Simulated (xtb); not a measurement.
C$_{4}$H$_{12}$O$_{4}$Ti, triplet, geometry from GFN2-xTB (such geometries of metal compounds can be far from the true shape) (the multiplicity is a formal guess); GFN2-xTB (xtb 6.7.1).

Input for xtb:
```
$ xtb mol.xyz --gfn 2 --uhf 2 --hess --json

# file mol.xyz
21

Ti     0.20428409     0.01719143     0.18943717
O     -1.57175937     0.20905870     0.43486864
C     -1.71222896     0.89942815     1.63310933
H     -0.90505706     1.65838599     1.73697637
H     -2.68926980     1.40893968     1.65796989
H     -1.64383368     0.20814387     2.49136806
O      0.91106053    -0.81005718    -1.30941650
C      0.09971377    -0.83738829    -2.42374965
H      0.29934767     0.04691736    -3.05934113
H      0.32335633    -1.72874078    -3.03387543
H     -0.97718831    -0.83599539    -2.14945761
O      0.70581010    -1.19491738     1.45638054
C      0.46012773    -2.44463085     0.95879222
H      0.83287232    -2.48166689    -0.09879669
H      1.01062645    -3.20725035     1.53532784
H     -0.62041800    -2.68550771     0.94558554
O      0.77138312     1.73121427     0.00232228
C      0.09178883     2.38925700    -1.00172632
H     -0.96831077     2.05667919    -1.04842929
H      0.12466019     3.47818711    -0.82992120
H      0.55060104     2.18131338    -1.98681744
```

It wrote (shortened):

```
   ID    Z sym.   atoms
    1   22 Ti     1
    2    8 O      2, 7, 12, 17
    3    6 C      3, 8, 13, 18
    4    1 H      4-6, 9-11, 14-16, 19-21

           -------------------------------------------------
          |                Calculation Setup                |
           -------------------------------------------------

molecular fragmentation (1/2 indicates fragments):
111111111121111122222
# atoms in fragment 1/2:    15     6
 fragment masses (1/2) :      139.96       32.04
CMA distance (Bohr)    :   4.858
constraining FC (au)   :  0.0500

           -------------------------------------------------
          |                 G F N 2 - x T B                 |
           -------------------------------------------------

          ...................................................
          :                      SETUP                      :
          :.................................................:
          :  # basis functions                  54          :
          :  # atomic orbitals                  53          :
          :  # shells                           31          :
          :  # electrons                        56          :
          :  max. iterations                   250          :
          :  Hamiltonian                  GFN2-xTB          :
          :  restarted?                      false          :
          :  GBSA solvation                  false          :
          :  PC potential                    false          :
          :  electronic temp.          300.0000000     K    :
          :  accuracy                    1.0000000          :
          :  -> integral cutoff          0.2500000E+02      :
          :  -> integral neglect         0.1000000E-07      :
          :  -> SCF convergence          0.1000000E-05 Eh   :
          :  -> wf. convergence          0.1000000E-03 e    :
          :  Broyden damping             0.4000000          :
          :  net charge                          0          :
          :  unpaired electrons                  2          :
          ...................................................

 iter      E             dE          RMSdq      gap      omega  full diag
   1    -32.5285984 -0.325286E+02  0.657E+00    1.00       0.0  T
   2    -32.7575977 -0.228999E+00  0.296E+00    0.82       1.0  T
   3    -32.7541470  0.345061E-02  0.243E+00    0.84       1.0  T
   4    -32.7232757  0.308714E-01  0.181E+00    0.82       1.0  T
[...]
         :: total energy             -32.561169934653 Eh    ::
[...]
      11    171.08    -0.72260 ( 99.28%)    -0.69208 (  0.72%)    -0.72238
      12    184.78    -0.67965 ( 99.47%)    -0.66926 (  0.53%)    -0.67959
      13    202.76    -0.62848 ( 99.63%)    -0.64176 (  0.37%)    -0.62852
      14    219.36    -0.58568 ( 99.73%)    -0.61845 (  0.27%)    -0.58576
      15    232.36    -0.55475 ( 99.79%)    -0.60140 (  0.21%)    -0.55485
      16    234.50    -0.54986 ( 99.79%)    -0.59868 (  0.21%)    -0.54996
      17    250.87    -0.51414 ( 99.84%)    -0.57869 (  0.16%)    -0.51425
   ------------------------------------------------------------------------

   temp. (K)  partition function   enthalpy   heat capacity  entropy
                                   cal/mol     cal/K/mol   cal/K/mol   J/K/mol
 298.15  VIB  0.638E+06             7858.250     41.464     51.998
         ROT  0.675E+06              888.752      2.981     29.656
         INT  0.431E+12             8747.002     44.445     81.654
         TR   0.218E+28             1481.254      4.968     41.316
         TOT                       10228.2559    49.4128   122.9700   514.5063

       T/K    H(0)-H(T)+PV         H(T)/Eh          T*S/Eh         G(T)/Eh
   ------------------------------------------------------------------------
    298.15    0.162998E-01    0.169671E+00    0.584270E-01    0.111244E+00
   ------------------------------------------------------------------------

         :::::::::::::::::::::::::::::::::::::::::::::::::::::
         ::                  THERMODYNAMIC                  ::
         :::::::::::::::::::::::::::::::::::::::::::::::::::::
         :: total free energy         -32.449925694559 Eh   ::
         ::.................................................::
         :: total energy              -32.561169938116 Eh   ::
         :: zero point energy           0.153371478198 Eh   ::
         :: G(RRHO) w/o ZPVE           -0.042127234641 Eh   ::
         :: G(RRHO) contrib.            0.111244243557 Eh   ::
         :::::::::::::::::::::::::::::::::::::::::::::::::::::

           -------------------------------------------------
          | TOTAL ENERGY              -32.561169938116 Eh   |
          | TOTAL ENTHALPY            -32.391498696605 Eh   |
          | TOTAL FREE ENERGY         -32.449925694559 Eh   |
          | GRADIENT NORM               0.000029343034 Eh/α |
          | HOMO-LUMO GAP               0.820446373081 eV   |
           -------------------------------------------------

normal termination of xtb
```
